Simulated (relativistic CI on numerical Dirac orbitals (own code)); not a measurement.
## The spin-orbit constant of Cr IV from its measured fine structure

Problem. The ground term 4F of Cr IV (3s2 3p6 3d3) has the measured levels J = 3/2: 0.0, J = 5/2: 235.8, J = 7/2: 555.6, J = 9/2: 945.6 cm⁻¹ (Sugar and Corliss, J. Phys. Chem. Ref. Data 6, 317 (1977)). Test the interval rule and estimate ζ(3d).

Working.
1. In LS coupling E(J) − E(J − 1) = AJ. The intervals give A = 94.3 (J = 5/2), 91.4 (J = 7/2), 86.7 (J = 9/2) cm⁻¹.
2. These values spread by 8 % of their mean, from second-order spin-orbit mixing with other terms and from spin-spin terms.
3. The whole width divided by the sum of the upper J values gives a mean A = 90.1 cm⁻¹.
4. For the Hund term of a shell that is less than half full, A = +ζ/2S with 2S = 3, so ζ = 270 cm⁻¹.

Check. The value calculated from Dirac-Coulomb-Breit radial functions of this configuration is ζ = 265 cm⁻¹, 2 % below the estimate from measurement. The same recipe applied to the calculated levels returns 256 cm⁻¹, which shows the bias of the recipe itself. Where the interval rule fails, the estimate is only rough.
